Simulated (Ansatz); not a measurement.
Calculated with Ansatz (gas phase, PBE0-D4/def2-TZVP geometries, no zero-point term in ΔE). CCSD(T)/CBS adds triple-zeta CCSD(T) − MP2 to the extrapolated MP2 energy (def2 sets, frozen cores). This one scheme is used for every species. Functionals use def2-TZVPP. B3LYP here is the variant with VWN-RPA as its local correlation; programs differ in this. HSE06 is defined as in plane-wave codes. For Se outer-core shells are correlated without core-valence functions, which leaves a few kJ/mol of doubt a bond. Scalar relativity is left out up to krypton. One conformer a species, not always the lowest.

Consider the substitution at a C–C bond: `CC=N` + `C[SeH]` → `C[Se]C=N` + CH₄.

`CC=N`:

Cartesian coordinates in Å:
```
C -0.618 0.096 0.530
C 0.193 -0.185 -0.692
N 1.446 -0.104 -0.827
H -1.188 -0.792 0.819
H 0.010 0.403 1.368
H -1.349 0.885 0.327
H -0.377 -0.498 -1.574
H 1.883 0.194 0.048
```

`C[SeH]`:

```xyz
6

C     0.406   -0.365   -0.008
Se   -0.493    1.288   -0.513
H     0.604   -0.382    1.061
H     1.351   -0.370   -0.549
H    -0.184   -1.228   -0.307
H    -1.683    1.057    0.316
```

`C[Se]C=N`:

Cartesian coordinates in Å:
```
C -0.658 1.437 -0.452
Se 1.119 0.668 -0.294
C 0.577 -1.041 0.322
N 1.424 -1.935 0.581
H -0.520 2.451 -0.825
H -1.147 1.477 0.519
H -1.256 0.874 -1.166
H -0.512 -1.138 0.416
H 0.972 -2.791 0.899
```

CH₄:

Z-matrix (Å, degrees):
```
C
H 1 1.090
H 1 1.090 2 109.5
H 1 1.090 2 109.5 3 -120.0
H 1 1.090 2 109.5 3 120.0
```

```
             level  ΔE (kcal/mol)  difference from CCSD(T)/CBS
            PBE-D4           -4.5                         -2.5
         revPBE-D4           -4.9                         -2.9
           BLYP-D4           -5.0                         -3.0
         r2SCAN-D4           -4.1                         -2.1
            B97M-V           -2.9                         -0.9
           PBE0-D4           -2.6                         -0.6
          B3LYP-D4           -3.3                         -1.3
        r2SCANh-D4           -3.4                         -1.4
        r2SCAN0-D4           -2.5                         -0.5
          HSE06-D4           -2.6                         -0.6
      CAM-B3LYP-D4           -1.5                          0.5
           ωB97X-V           -1.3                          0.7
           ωB97M-V           -1.6                          0.4
            B2PLYP           -2.6                         -0.6
          PBE-QIDH           -1.8                          0.2
               PBE           -3.8                         -1.8
            revPBE           -3.8                         -1.8
              BLYP           -3.7                         -1.7
            r2SCAN           -3.9                         -1.9
              PBE0           -2.0                          0.0
             B3LYP           -2.2                         -0.2
           r2SCANh           -3.2                         -1.2
           r2SCAN0           -2.2                         -0.2
             HSE06           -2.0                          0.0
             BHLYP           -0.3                          1.7
         CAM-B3LYP           -0.9                          1.1
           LC-ωPBE           -0.6                          1.4
RPA@PBE/def2-TZVPP           -1.6                          0.4
       HF/def2-SVP            3.8                          5.8
      MP2/def2-SVP           -0.3                          1.7
  CCSD(T)/def2-SVP            1.1                          3.1
    MP2/def2-TZVPP           -3.6                         -1.6
SCS-MP2/def2-TZVPP           -2.5                         -0.5
   CCSD/def2-TZVPP           -0.8                          1.2
CCSD(T)/def2-TZVPP           -1.9                          0.1
     HF/def2-QZVPP            2.3                          4.3
    MP2/def2-QZVPP           -3.6                         -1.6
      HF/CBS(def2)            2.3                          4.3
     MP2/CBS(def2)           -3.7                         -1.7
    CCSD/CBS(def2)           -0.9                          1.1
       CCSD(T)/CBS           -2.0                            0
```

Largest T1 diagnostic among the species: 0.012.

In def2-TZVPP, CCSD(T) changes the Hartree–Fock value by −4.1 kcal/mol (the triples alone add −1.0 kcal/mol) and MP2 by −5.8 kcal/mol. The D4 term adds −1.1 kcal/mol with B3LYP and −0.6 kcal/mol with PBE0; it sums over pairs of atoms, weighted by their polarisabilities, and B3LYP, whose exchange is more repulsive, gets the larger term.
